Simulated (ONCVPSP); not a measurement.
# Before and after: ONCV potential for Mg

```json
{
  "Element": "magnesium (Mg)",
  "Generator": "ONCVPSP 4.0.1",
  "Type": "optimised norm-conserving Vanderbilt (ONCV)",
  "Functional": "PBE",
  "Relativity": "scalar-relativistic",
  "Frozen core": "[He]",
  "Valence charge": "10",
  "Reference configuration": "2s2 2p6 3s2",
  "Partial waves": "2s+3s: rc 1.40 bohr, ncon 5, nbas 9, qcut 10.7 1/bohr, 2 projectors; 2p: rc 0.60 bohr, ncon 3, nbas 7, qcut 12.9 1/bohr, 2 projectors, debl 1.6 Ha; d scattering state at 0.35 Ha: rc 1.55 bohr, ncon 4, nbas 8, qcut 6.3 1/bohr, 2 projectors, debl 2.7 Ha",
  "Local potential": "polynomial inside 0.50 bohr (lpopt 5, dvloc0 6 Ha)",
  "Core correction": "Teter function fitted to the true core (icmod 2), fcfact 0.2"
}
```

In the p channel the program set the typed energies aside and used -1.713, 0.250 Ha.

Change: p: rc 0.7.

Cutoffs: the cutoffs (Ha) at which the residual kinetic energy of the hardest occupied pseudo-wave falls to 1 and 0.1 mHa per electron; they do not see the model core or the augmentation charge, which bear on the density cutoff. Errors are all-electron minus pseudo energies relative to the spin-unpolarised reference configuration.

**Question.** What does the change do?

**Answer.** The errors of the 4 common tests hardly move; neither file shows a bound ghost.

```csv
quantity,base,changed
"cutoffs, loose and tight",not determined,"193 Ha, 448 Ha"
bound ghosts,none,none
GHOST(+) flags under 300 eV,d at 149.9 eV,d at 149.9 eV
"error for 2s2 2p6 3s1, meV [ΔE 7.96 eV]",-0.2,-0.2
"error for 2s2 2p6 3s0, meV [ΔE 22.99 eV]",-1.1,-1.3
"error for 2s2 2p6 3s1.5, meV [ΔE 3.14 eV]",-0.1,-0.1
"error for 2s1 2p6 3s2, meV [ΔE 91.47 eV]",-184,-204
s: phases at 1.42 bohr within 0.05 rad from the reference energy up to (Ha; the scan ends near 5),to the end of the scan,to the end of the scan
d: phases at 1.58 bohr within 0.05 rad from the reference energy up to (Ha; the scan ends near 5),4.8,4.8
"rms error of d²Exc/dni dnj with the model core, mHa",2.04,2.02
```
